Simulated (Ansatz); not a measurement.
The cluster B₆Os⁻. The state is a doublet with charge -1. Geometry PBE-D4/def2-SVPD.

| atom | x (Å) | y (Å) | z (Å) |
| --- | --- | --- | --- |
| Os1 | -0.928 | -1.496 | 0.351 |
| B2 | 0.030 | 0.346 | 0.916 |
| B3 | -0.117 | 1.368 | -0.472 |
| B4 | 1.336 | 0.530 | -0.203 |
| B5 | 0.025 | -0.248 | -0.905 |
| B6 | 1.075 | -0.970 | 0.388 |
| B7 | -1.421 | 0.469 | -0.076 |

In the def2 sets Os takes a core potential; there is no spin–orbit coupling. At PBE-D4/def2-TZVPD, r2SCAN-D4/def2-TZVPD, PBE0-D4/def2-TZVPD, CAM-B3LYP-D4/def2-TZVPD the charge -1 doublet is spin-contaminated (final ⟨S²⟩ up to 1.29, 0.75 for a pure state). At PBE-D4/def2-TZVPD the highest occupied level of the charge -1 doublet lies above zero (up to 0.15 eV). The electron is either unbound and held by the finite basis, or the level is raised by self-interaction error. Another isomer (doublet) lies 0.97 eV lower at PBE0-D4/def2-TZVPD; other spin states weren't run for this one.

(1) Estimate the α-spin orbital energies around the gap (eV) in Ansatz with PBE-D4/def2-TZVPD, r2SCAN-D4/def2-TZVPD, PBE0-D4/def2-TZVPD, CAM-B3LYP-D4/def2-TZVPD.

Answers

(1) 
```tsv
orbital	PBE-D4/def2-TZVPD	r2SCAN-D4/def2-TZVPD	PBE0-D4/def2-TZVPD	CAM-B3LYP-D4/def2-TZVPD
HOMO−5	-2.78	-2.96	-3.71	-4.84
HOMO−4	-2.18	-2.45	-3.26	-4.37
HOMO−3	-1.41	-1.50	-2.16	-3.22
HOMO−2	-0.48	-0.58	-1.29	-2.41
HOMO−1	-0.14	-0.46	-1.16	-2.15
HOMO	0.15	-0.19	-0.64	-1.54
LUMO	0.48	0.71	1.29	2.15
LUMO+1	0.77	0.85	1.50	2.33
LUMO+2	0.96	1.09	1.56	2.58
LUMO+3	2.25	2.41	2.88	3.44
LUMO+4	2.58	2.92	3.04	3.60
LUMO+5	2.82	3.31	3.18	3.68
β HOMO	0.03	-0.15	-0.90	-1.96
β LUMO	0.51	0.66	1.29	2.18
```
